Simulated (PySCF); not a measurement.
Structure problem from calculated spectra and properties.

Formula: C8H20O3Si.

* 1H NMR: chemical shifts (computed TMS as zero) by class: 3.91 (6 H), 1.23 (9 H), 1.00 (3 H), 0.48 (2 H) ppm [GIAO KT2/pcSseg-1]
* NMR, other nuclei: isotropic shieldings of nuclei other than C and H, by class: 258 (3 O), 401 (1 Si) ppm [GIAO KT2/pcSseg-1]
* UV, first state: lowest singlet excitation: 7.07 eV (175 nm, f = 0.009) [TDDFT B3LYP/def2-SVPD]
* Polarisability: 134.3 au [B3LYP/def2-SVPD]
* Rotational structure: rotational constants A, B, C: 0.687, 0.567, 0.556 GHz [PBE0-D3(BJ)/def2-SVP]
* Dipole: 1.14 D [B3LYP/def2-SVPD]
* 13C NMR: chemical shifts (computed TMS as zero) by class: 61.4 (3 C), 21.0 (3 C), 8.9 (1 C), 6.3 (1 C) ppm [GIAO KT2/pcSseg-1]

The electronic properties come from PySCF, for the isolated species, density fitting. Levels stand in brackets. NMR shifts are as computed; neighbouring signals can stand in another order in a measured spectrum. One conformer (not necessarily the lowest) at the PBE0-D3(BJ)/def2-SVP geometry, without solvent, vibrations or thermal averaging. NMR values are class means; diastereotopic atoms form classes of their own.

Question: Propose a structure and show how it fits.

Answer: 8 carbons fall into 4 classes; from least to most shielded: carbon bonded to C, O and 2 H (61.4 ppm, 3 C, up to 2.4 ppm apart in this geometry), carbon bonded to C and 3 H (21.0 ppm, 3 C), carbon bonded to C and 3 H (8.9 ppm), carbon bonded to C, Si and 2 H (6.3 ppm). Hydrogen classes from least to most shielded: 6 H on 3 like atoms (carbon bonded to C, O and 2 H) (3.91 ppm), 9 H on 3 like atoms (carbon bonded to C and 3 H) (1.23 ppm, a mean of values up to 0.6 ppm apart in this geometry), 3 H on a carbon bonded to C and 3 H (1.00 ppm), 2 H on a carbon bonded to C, Si and 2 H (0.48 ppm). The other shieldings belong to: 258 ppm, oxygen bonded to C and Si; 401 ppm, silicon bonded to C and 3 O. The optimised geometry has point group C1 and is an asymmetric top. Structure: SiEt(OEt)3 (`C(C)O[Si](CC)(OCC)OCC`). The assignments are read from this structure; whether some other isomer fits the data as well wasn't checked.
